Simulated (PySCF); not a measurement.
**J couplings in C₁₀H₈N₂**

Bonds (- single, = double, # triple, : aromatic): C1:C2, C2:C3, C3:C4, C4-C5, C5:C6, C6:C7, C7:C8, C8:C9, C9:N10, C4:N11, N11:C12, C12:C1, N10:C5. C1 carries H13; C2 carries H14; C3 carries H15; C6 carries H16; C7 carries H17; C8 carries H18; C9 carries H19; C12 carries H20.

Method: B3LYP/pcJ-1 (without the spin–dipole term)//PBE0-D3(BJ)/def2-SVP, PySCF 2.14; isolated molecule, single conformer, non-relativistic. Couplings are averaged over pairs made equivalent by symmetry, fast rotation or ring inversion, so a value needn't be that of the named pair in this geometry, while other rotamers aren't included; one pair stands for each set, and the list holds those of at least 1.5 Hz over up to four bonds, among pairs with at least one H atom (others weren't computed).

Isotopes: 13C, 1H, 15N.

```json
{"pair": "C1, H13", "bonds": "1", "J (Hz)": "170.6"}
{"pair": "C2, H14", "bonds": "1", "J (Hz)": "168.3"}
{"pair": "C3, H15", "bonds": "1", "J (Hz)": "177.6"}
{"pair": "C9, H19", "bonds": "1", "J (Hz)": "185.9"}
{"pair": "C1, H20", "bonds": "2", "J (Hz)": "?"}
{"pair": "C2, H15", "bonds": "2", "J (Hz)": "2.1"}
{"pair": "C3, H14", "bonds": "2", "J (Hz)": "1.8"}
{"pair": "C9, H18", "bonds": "2", "J (Hz)": "?"}
{"pair": "N10, H19", "bonds": "2", "J (Hz)": "?"}
{"pair": "C1, H15", "bonds": "3", "J (Hz)": "7.3"}
{"pair": "C2, H20", "bonds": "3", "J (Hz)": "6.8"}
{"pair": "C3, H13", "bonds": "3", "J (Hz)": "6.8"}
{"pair": "C4, H14", "bonds": "3", "J (Hz)": "?"}
{"pair": "C4, H16", "bonds": "3", "J (Hz)": "2.4"}
{"pair": "C4, H20", "bonds": "3", "J (Hz)": "11.4"}
{"pair": "C9, H17", "bonds": "3", "J (Hz)": "7.2"}
{"pair": "H13, H14", "bonds": "3", "J (Hz)": "8.2"}
{"pair": "H13, H20", "bonds": "3", "J (Hz)": "?"}
{"pair": "H14, H15", "bonds": "3", "J (Hz)": "?"}
{"pair": "C3, H20", "bonds": "4", "J (Hz)": "?"}
{"pair": "H14, H20", "bonds": "4", "J (Hz)": "1.6"}
```

Estimate the withheld couplings, with signs.

Results:


- 2J(C1,H20) = 9.5 Hz (angle at C12 120°)
- 2J(C9,H18) = 4.2 Hz (angle at C8 120°)
- 2J(N10,H19) = -12.5 Hz (angle at C9 116°)
- 3J(C4,H14) = 7.0 Hz (dihedral angle 180°)
- 3J(H13,H20) = 5.3 Hz (dihedral angle 0°)
- 3J(H14,H15) = 9.0 Hz (dihedral angle 0°)
- 4J(C3,H20) = -1.8 Hz
